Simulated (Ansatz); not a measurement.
CH4FGaS (`[F][GaH][CH2]S`), relaxed with RKS PBE0-D4/def2-TZVP in Ansatz from a GFN2-xTB geometry. The force threshold is 0.005 eV/Å; the program also tests the step.

The species carries charge 0 and has multiplicity 1.

Start:

```xyz
8

F    -2.329   -0.280   -1.583
Ga   -0.687   -0.379   -0.990
C    -0.052    0.594    0.703
S     1.759    0.353    0.730
H     0.268   -1.227   -1.882
H    -0.485    0.251    1.646
H    -0.214    1.671    0.625
H     1.741   -0.983    0.750
```

Task: By how much does the energy fall, and how many steps does the optimiser take? (Estimate.)

Result: The calculation gave: 4.02 kcal/mol, in 23 steps, 2 of them rejected.

Task: Which bonds change most? (Best estimate.)

Result: Ansatz gave: Ga2–C3 from 2.054 to 1.953 Å; F1–Ga2 from 1.749 to 1.763 Å; C3–S4 from 1.827 to 1.834 Å; S4–H8 from 1.337 to 1.344 Å.

Task: Give the relaxed structure. (An estimate is asked.)

Result: The calculation gave: 
```xyz
8

F    -1.449    0.587   -2.021
Ga   -0.657   -0.483   -0.866
C    -0.202    0.391    0.821
S     1.537    0.712    0.333
H    -0.283   -1.899   -1.383
H    -0.257   -0.127    1.775
H    -0.669    1.371    0.903
H     1.980   -0.552    0.438
```
